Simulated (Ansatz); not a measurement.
Consider the cleavage of the Si–B bond: `B[SiH](Cl)O[SiH3]` + H–F → `F[SiH](Cl)O[SiH3]` + BH₃.

Isolated molecules relaxed with PBE0-D4/def2-TZVP in Ansatz; ΔE leaves out vibrations. CCSD(T)/CBS adds triple-zeta CCSD(T) − MP2 to the extrapolated MP2 energy (def2 sets, frozen cores). This one scheme is used for every species. Functionals use def2-TZVPP. One conformer a species, not always the lowest.

```csv
level,ΔE (kJ/mol)
PBE-D4,-152.4
revPBE-D4,-150.4
BHLYP-D4,-184.9
RPA@PBE/def2-TZVPP,-174.4
```

**Question.** What does CCSD(T)/CBS give? (An estimate is asked.)

**Answer.** The calculation gave: -173.0 kJ/mol. The listed levels differ from it by 20.6, 22.6, -11.9, -1.4 kJ/mol.

**Question.** What do rigid-rotor, harmonic-oscillator terms from PBE0-D4/def2-TZVP frequencies (298.15 K, 1 bar) make of the CCSD(T)/CBS value? (Estimate.)

**Answer.** The calculation gave: ΔZPE = -0.2 kJ/mol, ΔH = -175.4 kJ/mol, ΔS = -7 J/(mol·K), ΔG = -173.4 kJ/mol. Modes under 50 cm⁻¹ make the entropy rough.

Largest T1 diagnostic among the species: 0.011.

From PBE to PBE0 (25 % exact exchange), in def2-TZVPP and without D4, ΔE moves by −7.2 kJ/mol. In def2-TZVPP, CCSD(T) changes the Hartree–Fock value by +27.8 kJ/mol (the triples alone add +3.4 kJ/mol) and MP2 by +22.5 kJ/mol.
